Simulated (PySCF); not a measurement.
Sn(H)(Br)(NH2)2 (BrH5N2Sn), SMILES [NH2][SnH]([NH2])[Br]. Atoms are numbered in the order given.

```xyz
9

Sn     0.1517    -0.5966     0.4342
N     -1.4039    -1.8532     0.1077
N      1.7417    -1.4118    -0.5198
Br    -0.2924     1.6940    -0.5344
H      0.4247    -0.3862     2.1032
H     -2.1588    -1.7337     0.7811
H     -1.8086    -1.7505    -0.8217
H      1.4472    -2.0173    -1.2848
H      2.3817    -0.7176    -0.9019
```
Charge 0, spin multiplicity 1.

Coordinates come from a PBE0-D3(BJ)/def2-SVP optimisation. The structure was generated by enumeration; whether it is a known compound was not checked. The def2 effective core potentials stand for the cores of Sn; spin–orbit coupling is left out. Other conformers were not sampled.

Computed with PBE0-D3(BJ)/def2-SVP in PySCF 2.14.0.

Frequencies are harmonic and unscaled.

Computed vibrational spectrum:
| mode | ν (cm⁻¹) | IR (km/mol) | Raman (Å⁴/amu) | depolarisation | moving atoms (share of kinetic energy) |
|---|---|---|---|---|---|
| 1 | 83 | 27.5 | 2.8 | 0.74 | H 44 %, N 39 %, Br 9 % |
| 2 | 128 | 22.8 | 2.7 | 0.52 | H 45 %, N 38 %, Br 9 % |
| 3 | 145 | 4.2 | 2.0 | 0.75 | H 59 %, N 31 % |
| 4 | 161 | 3.8 | 1.7 | 0.56 | H 64 %, N 21 %, Sn 12 % |
| 5 | 172 | 21.2 | 2.8 | 0.63 | N 55 %, H 34 % |
| 6 | 247 | 32.8 | 6.5 | 0.17 | Br 58 %, Sn 39 % |
| 7 | 518 | 5.1 | 12.7 | 0.75 | H 82 %, N 17 % |
| 8 | 551 | 246.1 | 31.1 | 0.03 | N 63 %, H 32 % |
| 9 | 558 | 154.4 | 6.1 | 0.45 | H 60 %, N 34 % |
| 10 | 582 | 33.2 | 21.9 | 0.52 | H 94 % |
| 11 | 653 | 45.3 | 7.0 | 0.68 | H 53 %, N 39 %, Sn 8 % |
| 12 | 660 | 69.4 | 8.4 | 0.60 | H 58 %, N 37 % |
| 13 | 842 | 38.4 | 2.7 | 0.57 | H 91 %, N 9 % |
| 14 | 876 | 23.0 | 0.5 | 0.71 | H 88 %, N 11 % |
| 15 | 1535 | 15.8 | 4.3 | 0.73 | H 92 %, N 8 % |
| 16 | 1546 | 14.7 | 3.5 | 0.75 | H 92 %, N 8 % |
| 17 | 1972 | 118.8 | 215.7 | 0.19 | H 99 % |
| 18 | 3551 | 19.5 | 135.6 | 0.10 | H 96 % |
| 19 | 3554 | 21.6 | 126.1 | 0.11 | H 96 % |
| 20 | 3653 | 22.8 | 85.1 | 0.74 | H 92 %, N 8 % |
| 21 | 3654 | 21.9 | 61.0 | 0.75 | H 92 %, N 8 % |
